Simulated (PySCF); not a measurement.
Simulation results for C₂H₆BGe, CH₇B₂Ge, CH₈BGeN

All values are calculated (PySCF 2.14.0). Calculation on a computer-drawn molecule: the log of a Hartree-Fock and frozen-core CCSD(T) single point meant for a local Hartree-Fock minimum, with one planted fault or none, to be diagnosed. Offsets are logged minus clean, where the clean run is the same molecule without the fault. The reference is restricted for singlets and unrestricted otherwise, and also for a bond in bohr or an excited solution. Adding or removing an electron swaps singlet and doublet. The excited solution moves the top pair (singlet) or top alpha electron (doublet) to the lowest empty orbital. Highest occupied and lowest empty are orbital energies over both spins, largest force is the largest gradient component, triples share is (T) over the correlation energy, the T1 limit is 0.02 restricted and 0.045 unrestricted, electrons count all cores, a negative frequency is imaginary (commonest isotopes), and the dipole is about the centre of nuclear charge; on germanium a core potential holds 10 electrons, which the energies leave out, and 3d is frozen in MP2 and coupled-cluster steps.

Common to all runs: meant basis cc-pVDZ; meant basis and core potential on germanium cc-pVDZ-PP ECP10MDF; logged SCF converged yes; possible faults no fault, one electron removed, one electron added, multiplicity raised by two, geometry at a saddle point, SCF held on an excited solution, minimal basis STO-3G, one bond length entered in bohr, all coordinates scaled.

(1) 
```xyz
10
formula=C2H6BGe meant_charge=0 meant_multiplicity=2 logged_electrons=55 logged_basis_functions=95 logged_spin_squared=0.7861 logged_highest_occupied=-7.6417 logged_lowest_empty=1.2053 logged_largest_force=0.038325 logged_T1_diagnostic=0.019278 logged_D1_diagnostic=0.074736 logged_triples_share=0.036942 logged_CC_converged=yes logged_dipole_magnitude=2.2711 logged_SCF_stable_within_its_kind=yes logged_energy_HF=-397.1957 logged_energy_CCSD(T)=-397.70903 planted_fault=all_coordinates_scaled,by_+6.2_% HF_energy_offset_from_clean_run=19.6 CCSD(T)_energy_offset_from_clean_run=11.68
C     -0.7881     0.3008    -0.2996
B      0.6918    -0.4046    -0.3203
C      1.9713    -1.1304    -0.3292
Ge     1.9197    -3.1796    -0.2835
H     -1.5847    -0.5414    -0.2017
H     -0.9169     1.0136     0.6059
H     -1.0068     0.8812    -1.2790
H      3.0076    -0.6336    -0.3874
H      0.3802    -3.6956    -0.0598
H      2.8727    -3.7950     0.8978
```

Units: logged_highest_occupied, logged_lowest_empty in eV; logged_largest_force in hartree/bohr; logged_dipole_magnitude in debye; logged_energy_HF, logged_energy_CCSD(T) in hartree; HF_energy_offset_from_clean_run, CCSD(T)_energy_offset_from_clean_run in kcal/mol.

Drawn bonds:
```
atom  other atom  order
   1           2      1
   2           3      2
   3           4      1
   1           5      1
   1           6      1
   1           7      1
   3           8      1
   4           9      1
   4          10      1
```

(2) 
```xyz
11
formula=CH7B2Ge meant_charge=1 meant_multiplicity=1 logged_electrons=54 logged_basis_functions=100 logged_spin_squared=0 logged_highest_occupied=-10.775 logged_lowest_empty=-10.472 logged_largest_force=0.12379 logged_CC_converged=no logged_dipole_magnitude=5.7698 logged_SCF_stable_within_its_kind=no logged_energy_HF=-383.98149 planted_fault=SCF_held_on_an_excited_solution HF_energy_offset_from_clean_run=250.5
C      1.6176     1.7500    -0.7454
B      0.4336     1.3247     0.1912
B      0.5435     0.1991     1.4573
Ge     0.0788    -1.8078     1.2825
H      1.8618     2.7893    -0.4852
H      2.5328     1.1626    -0.6716
H      1.2899     1.7822    -1.7890
H     -0.6472     1.8383     0.0731
H      0.8609     0.4818     2.5769
H      1.0993    -2.8770     0.9321
H     -1.3181    -2.3656     1.4927
```

Units: logged_highest_occupied, logged_lowest_empty in eV; logged_largest_force in hartree/bohr; logged_dipole_magnitude in debye; logged_energy_HF in hartree; HF_energy_offset_from_clean_run in kcal/mol.

Drawn bonds:
```
atom  other atom  order
   1           2      1
   2           3      1
   3           4      1
   1           5      1
   1           6      1
   1           7      1
   2           8      1
   3           9      1
   4          10      1
   4          11      1
```

Notes: CCSD not converged.

(3) 
```xyz
11
formula=CH7B2Ge meant_charge=1 meant_multiplicity=1 logged_electrons=55 logged_basis_functions=100 logged_spin_squared=0.7668 logged_highest_occupied=-7.0108 logged_lowest_empty=1.4157 logged_largest_force=0.013782 logged_T1_diagnostic=0.013338 logged_D1_diagnostic=0.036743 logged_triples_share=0.027469 logged_CC_converged=yes logged_dipole_magnitude=1.4755 logged_SCF_stable_within_its_kind=yes logged_energy_HF=-384.61065 logged_energy_CCSD(T)=-385.07381 planted_fault=one_electron_added HF_energy_offset_from_clean_run=-144.3 CCSD(T)_energy_offset_from_clean_run=-153
C      1.6176     1.7500    -0.7454
B      0.4336     1.3247     0.1912
B      0.5435     0.1991     1.4573
Ge     0.0788    -1.8078     1.2825
H      1.8618     2.7893    -0.4852
H      2.5328     1.1626    -0.6716
H      1.2899     1.7822    -1.7890
H     -0.6472     1.8383     0.0731
H      0.8609     0.4818     2.5769
H      1.0993    -2.8770     0.9321
H     -1.3181    -2.3656     1.4927
```

Units: logged_highest_occupied, logged_lowest_empty in eV; logged_largest_force in hartree/bohr; logged_dipole_magnitude in debye; logged_energy_HF, logged_energy_CCSD(T) in hartree; HF_energy_offset_from_clean_run, CCSD(T)_energy_offset_from_clean_run in kcal/mol.

Drawn bonds:
```
atom  other atom  order
   1           2      1
   2           3      1
   3           4      1
   1           5      1
   1           6      1
   1           7      1
   2           8      1
   3           9      1
   4          10      1
   4          11      1
```

(4) 
```xyz
12
formula=CH8BGeN meant_charge=0 meant_multiplicity=1 logged_electrons=58 logged_basis_functions=105 logged_spin_squared=2.022 logged_highest_occupied=-4.1336 logged_lowest_empty=-0.23795 logged_largest_force=0.11466 logged_T1_diagnostic=0.016702 logged_D1_diagnostic=0.079619 logged_triples_share=0.025284 logged_CC_converged=yes logged_dipole_magnitude=6.1856 logged_SCF_stable_within_its_kind=yes logged_energy_HF=-414.87631 logged_energy_CCSD(T)=-415.42535 planted_fault=multiplicity_raised_by_two HF_energy_offset_from_clean_run=133.5 CCSD(T)_energy_offset_from_clean_run=150.5
C      0.3330     1.4419    -0.1780
B      0.0877     1.9160     1.3150
N     -0.9444     1.4262     2.1356
Ge    -2.2487     0.1627     1.7578
H     -0.3633     0.6860    -0.5522
H      1.3477     1.0397    -0.2762
H      0.2842     2.3045    -0.8522
H      0.8259     2.7488     1.7876
H     -0.9931     1.8073     3.0613
H     -3.1226     0.6279     0.5922
H     -1.6070    -1.1819     1.4133
H     -3.0921     0.0329     3.0282
```

Units: logged_highest_occupied, logged_lowest_empty in eV; logged_largest_force in hartree/bohr; logged_dipole_magnitude in debye; logged_energy_HF, logged_energy_CCSD(T) in hartree; HF_energy_offset_from_clean_run, CCSD(T)_energy_offset_from_clean_run in kcal/mol.

Drawn bonds:
```
atom  other atom  order
   1           2      1
   2           3      1
   3           4      1
   1           5      1
   1           6      1
   1           7      1
   2           8      1
   3           9      1
   4          10      1
   4          11      1
   4          12      1
```
